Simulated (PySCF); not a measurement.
## Exercise with solution: dipole moment from atomic charges

ClGeH₅OSi, SMILES Cl[SiH2][O][GeH3]. Atoms are numbered in the order given.

```xyz
9

Si     1.5426     0.1910    -0.6824
Cl     1.6113     1.0029     1.2306
O      0.0446    -0.4130    -0.9548
Ge    -1.5018    -0.4783    -0.0566
H      2.5613    -0.8889    -0.7457
H      1.8537     1.2850    -1.6391
H     -1.9481     0.9601     0.2484
H     -2.4729    -1.1845    -1.0106
H     -1.2801    -1.2856     1.2316
```

Coordinates come from a PBE0-D3(BJ)/def2-SVP optimisation. This is a generated structure with no PubChem entry under its InChIKey; it may be hypothetical. One conformer was computed; it need not be the lowest.

Charges (e) from B3LYP/def2-TZVP in PySCF:

| atom | IAO | Mulliken |
|---|---|---|
| Si1 | 1.065 | 0.539 |
| Cl2 | -0.348 | -0.274 |
| O3 | -0.859 | -0.467 |
| Ge4 | 0.745 | 0.340 |
| H5 | -0.155 | -0.054 |
| H6 | -0.157 | -0.055 |
| H7 | -0.100 | -0.008 |
| H8 | -0.093 | -0.012 |
| H9 | -0.099 | -0.008 |

The dipole moment of the full density is 1.31 D.

**Question.** What dipole moment does each set of point charges give, and which comes closer to that of the density?

**Answer.** 
μ = Σ q r, and 1 e Å = 4.8032 D.
IAO: Σ q r = (-0.212, -0.070, -0.057) e Å, |μ| = 1.10 D.
Mulliken: Σ q r = (-0.326, -0.147, -0.148) e Å, |μ| = 1.86 D.
IAO comes closer in size. Point charges leave out the atoms' own dipoles (lone pairs, polarised bonds); fits to the potential absorb them, partitions of the density don't.
